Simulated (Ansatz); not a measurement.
selenophene (C4H4Se), singlet, geometry from GFN2-xTB; R2SCAN/6-31G run with Ansatz (a program for electronic structure).

Here is a job for Ansatz.
Ansatz 0.2 input:
```yaml
crystal:
  periodic: [false, false, false]
  atoms:
    - {symbol: C, position_ang: [0.52973863, -1.70013647, -0.36404580]}
    - {symbol: C, position_ang: [-0.87775011, -1.54351414, -0.38824634]}
    - {symbol: C, position_ang: [-1.30856073, -0.28529626, -0.12047485]}
    - {symbol: Se, position_ang: [0.09460885, 0.88180436, 0.20451478]}
    - {symbol: C, position_ang: [1.21718690, -0.56635604, -0.07704684]}
    - {symbol: H, position_ang: [1.01092001, -2.64397673, -0.55819727]}
    - {symbol: H, position_ang: [-1.54771727, -2.35925706, -0.60219080]}
    - {symbol: H, position_ang: [-2.32838464, 0.05352367, -0.08677554]}
    - {symbol: H, position_ang: [2.28479299, -0.45982084, -0.00745600]}
basis:
  gaussian:
    orbitals: 6-31G
hamiltonian:
  xc: r2scan
```

It wrote (shortened):

```
Functional definition: r2SCAN
886 factors; integrals over basis functions are off by at most 4.3e-4 eV
mean field evaluation 1: about -69538.3436 eV, gradient 5.9e1 eV
mean field evaluation 2: about -69522.7200 eV, gradient 9.1e1 eV
mean field evaluation 4: about -69547.6793 eV, gradient 1.0e1 eV
mean field evaluation 8: about -69547.9496 eV, gradient 2.2e-1 eV
mean field evaluation 16: about -69547.9497 eV, gradient 7.5e-5 eV
mean field -69547.94972096 eV, -2555.8400109517 hartree, gradient 2.2e-5 eV, S^2 0.000000; 0 other end points of the search recorded, 0 dependent functions left out
reference -69547.94972824 eV, -2555.8400112195 hartree; 31, 31 occupied and 42, 42 virtual orbitals, 886 factors
Total energy: -69547.94972824 eV, -2555.8400112195 hartree
```
